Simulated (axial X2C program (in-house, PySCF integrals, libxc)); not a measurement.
Which molecule has these constants?

All values come from calculations with an in-house relativistic program for diatomic molecules, spin-free (one-electron X2C) or two-component (2c: spin–orbit coupling with atomic mean-field Coulomb and Gaunt terms, which also bring small scalar terms), in Dyall basis sets with cores contracted in-house; open shells are unrestricted.

A two-component PBE0 calculation in a Dyall 3-zeta basis gave Re = 2.917 Å, ωe = 206.3 cm⁻¹, De = 1.21 eV, dipole magnitude 6.85 D, Ω = 1.

Question: Which molecule is it?
A. SbH
B. KSb
C. LiSb
D. NaSb
E. RbSb

Answer: D. The others have SbH 1.717 Å and 1927.9 cm⁻¹ (Ω = 1); RbSb 3.434 Å and 108.7 cm⁻¹ (Ω = 1); KSb 3.308 Å and 146.3 cm⁻¹ (Ω = 1); LiSb 2.609 Å and 397.6 cm⁻¹ (Ω = 1).

Each entry is the lowest single determinant of a limited PBE0 search at one distance. De goes to single-determinant-based atoms at the same level (for ions the charge split of lowest energy) and is withheld (n/a) where an atom does not fit its ground term or J level. Main or longest-lived isotopes. One determinant is a doubtful description, or other states lie close, for NaSb, SbH, RbSb, KSb, LiSb; these need not be ground states, and all values refer to the states named. Some open-shell Ω = 0 determinants are out of reach, so the Ω given for NaSb, SbH, RbSb, KSb, LiSb need not be the lowest component. With several unpaired electrons the Ω given is that of one determinant, not necessarily of the lowest component.
